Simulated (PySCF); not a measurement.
## Heteronuclear NMR

Atoms are numbered as in `[O:1]=[CH:2]/[C:3]([SiH3:4])=[CH:5]\[C:6]([F:7])([F:8])[F:9]`; H(Xn) means a hydrogen on atom n.

Theoretical values (PySCF 2.14): PBE0/pcSseg-1 with gauge-including orbitals, structure optimised with GFN2-xTB. Single conformer, rapidly exchanging positions averaged, in vacuum, relativity neglected.

(1) What are the 19F shifts?

(2) Predict the 29Si NMR data.

(3) What are the 17O shifts?

Answers

(1) 
```csv
atoms,environment,σ (ppm),δ (ppm)
F7/F8/F9,fluorine of a CF3 group,236.7,-52.9
```

Shieldings were converted by a linear fit to measured shifts: 19F (scatter 6.0 ppm rms, 7.0 ppm with the 5 outliers that the fit left out vs CFCl3, solution or neat liquid, with a term for F on sp3 carbon). Occasional misses reach two or three times the rms, and more in compound classes unlike the fitted ones.

On a 600 MHz spectrometer 19F resonates near 564.6 MHz, so 1 ppm is 564.6 Hz.

(2) 
| atoms | environment | σ (ppm) | δ (ppm) |
| --- | --- | --- | --- |
| Si4 | silicon bonded to C, 3 H | 421.7 | -66.6 |

Shieldings were converted by a linear fit to measured shifts: 29Si: δ = 279.94 − 0.822σ (rms 8.9 ppm, 72 shifts, 25.8 ppm with the 6 outliers that the fit left out vs TMS, solution or neat liquid). Occasional misses reach two or three times the rms, and more in compound classes unlike the fitted ones.

On a 500 MHz spectrometer 29Si resonates near 99.3 MHz, so 1 ppm is 99.3 Hz.

(3) 
| atoms | environment | σ (ppm) | δ (ppm) |
| --- | --- | --- | --- |
| O1 | aldehyde oxygen | -400.3 | 631.4 |

Shieldings were converted by a linear fit to measured shifts: 17O (scatter 10.7 ppm rms, 12.2 ppm with the 3 outliers that the fit left out vs liquid water, solution or neat liquid). Occasional misses reach two or three times the rms, and more in compound classes unlike the fitted ones.

On a 400 MHz spectrometer 17O resonates near 54.2 MHz, so 1 ppm is 54.2 Hz.
